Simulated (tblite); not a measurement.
C7H11O (doublet state).
Structure used (GFN2-xTB), in Å, numbered top down from 1:
```
atom  x, y, z in Å
C1    -2.1240    0.3600    1.3592
C2    -1.1544   -0.2608    0.7066
C3    -1.2866   -1.6471    0.1620
C4     0.1627    0.4213    0.4408
C5     0.2564    1.0197   -0.9839
C6     1.6811    0.8097   -1.3092
C7     2.2961   -0.0496   -0.2766
O8     1.2399   -0.5006    0.5433
H9    -3.0812   -0.1037    1.5258
H10   -2.0010    1.3550    1.7529
H11   -0.5240   -2.2804    0.6113
H12   -2.2708   -2.0559    0.3725
H13   -1.1203   -1.6522   -0.9147
H14    0.3150    1.2314    1.1736
H15   -0.0505    2.0688   -1.0096
H16   -0.4065    0.4777   -1.6737
H17    2.2060    1.2361   -2.1377
H18    3.0380    0.5104    0.3302
H19    2.8145   -0.9305   -0.6802
```

Level: GFN2-xTB in tblite, geometry and Hessian alike; calculated harmonic values, unscaled, isolated species. This tight-binding method is rough: wavenumbers can miss measured ones by several per cent, in bad cases by 10 to 20. One conformer, not necessarily the lowest. Open shells enter through the occupations alone, without spin polarisation, and single modes of such species can be off by tens of per cent.

Harmonic wavenumbers (cm⁻¹): 52.7, 75.8, 126.9, 156.5, 204.2, 206.1, 273.7, 368.4, 500.3, 523.3, 614.3, 709.2, 713.7, 835.3, 893.2, 907.8, 937.7, 955.1, 981.7, 998.8, 1012.9, 1038.7, 1045.4, 1065.9, 1082.8, 1107.9, 1141.2, 1226.0, 1262.5, 1280.8, 1283.5, 1291.2, 1311.4, 1390.9, 1423.4, 1450.7, 1453.6, 1467.2, 1479.4, 1728.5, 2710.2, 2824.0, 2846.0, 2868.6, 2937.3, 3005.0, 3031.6, 3049.9, 3102.6, 3127.0, 3180.1.

A = 4089, B = 1473, C = 1336 MHz; mass 111.081 u (most abundant isotopes); point group C1, symmetry number 1; spin multiplicity 2.

Question: Zero-point energy?

Answer: Half the sum of the wavenumbers: 34630 cm⁻¹ = 414.27 kJ/mol.

Question: Entropy at 298.15 K, 1 bar (ideal gas, RRHO, classical rotation)?

Answer: Translation 167.60, rotation 117.49, vibration 104.85, spin (R ln 2) 5.76: S = 395.7 J/(mol K).

Question: And Cp and H(298.15 K) − H(0)?

Answer: Cp = 144.99 J/(mol K), of which vibrations give 111.74 (their classical limit is 51 R = 424.0); H(298.15 K) − H(0) = 26.42 kJ/mol without the zero-point energy, 16.50 from vibrations.

Question: What must be added to the electronic energy to get the Gibbs energy at 298.15 K and 1 bar?

Answer: ZPE + [H(298.15 K) − H(0)] − T·S = 414.27 + 26.42 − 117.98 = 322.71 kJ/mol.

Question: How do the functions run with temperature in this model?

Answer: 
| T (K) | S (J/(mol K)) | Cp (J/(mol K)) | H − H(0) (kJ/mol) | G − H(0) (kJ/mol) | ln q(vib) |
| --- | --- | --- | --- | --- | --- |
| 50 | 242.3 | 52.6 | 2.03 | -10.08 | 0.41 |
| 100 | 285.6 | 73.6 | 5.22 | -23.34 | 1.46 |
| 373.15 | 431.7 | 177.2 | 38.50 | -122.60 | 7.64 |
| 500 | 490.6 | 225.9 | 64.17 | -181.13 | 10.52 |
| 750 | 596.2 | 294.3 | 129.85 | -317.29 | 16.21 |
| 1000 | 687.3 | 338.7 | 209.34 | -478.01 | 21.67 |

q(vib) and H(0) count from the zero-point level.

Question: Blend soft modes into free rotors: weight 1/[1 + (100 cm⁻¹/ν̃)⁴] for the oscillator and the rest for a rotor with moment μB/(μ + B), μ = h/(8π²ν), B = 10⁻⁴⁴ kg m². What vibrational entropy results?

Answer: 96.90 J/(mol K) in place of 104.85, which changes −T·S at 298.15 K by +2.37 kJ/mol.

Question: Which modes carry the vibrational entropy at 298.15 K?

Answer: 52.7 cm⁻¹: 19.72; 75.8 cm⁻¹: 16.72; 126.9 cm⁻¹: 12.52; 156.5 cm⁻¹: 10.84; 204.2 cm⁻¹: 8.77; 206.1 cm⁻¹: 8.69 J/(mol K); the other 45 give 27.58 together.

Hindered rotation and anharmonicity are outside this model. Other conformers, if any are populated, would add a mixing term that is left out. The structure is chiral; the term R ln 2 for an equal mix with its mirror image is left out.

The run took 0.63 s of wall time on one thread of an Arm Neoverse V1, shared host with 32 logical CPUs at a one-minute load of 28. The figure is for the frequency step alone.
